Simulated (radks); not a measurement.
Task: Ag21+, configuration [Ar] 3d8. Calculated with a radial shooting solver on a logarithmic mesh with Libxc functionals: Dirac Kohn-Sham, BLYP, spin-unpolarised, spherical densities, finite nucleus; open shells fill j = l - 1/2 first; Fermi nuclear charge, rms radius 4.5454 fm.

Spin-orbit splittings of the eigenvalues, e(l+1/2) - e(l-1/2), with zeta = 2 splitting/(2l+1) and mean radii in bohr:

| shell | occ. | splitting (eV) | zeta (eV) | <r> j=l-1/2 | <r> j=l+1/2 |
|---|---|---|---|---|---|
| 2p | 6 | 176.3 | 117.5 | 0.1138 | 0.1188 |
| 3p | 6 | ? | ? | 0.3468 | 0.3564 |
| 3d | 8 | 7.092 | 2.837 | 0.3233 | 0.3263 |

Estimate the 3p splitting.

Result: 33.72 eV (zeta = 22.48 eV).
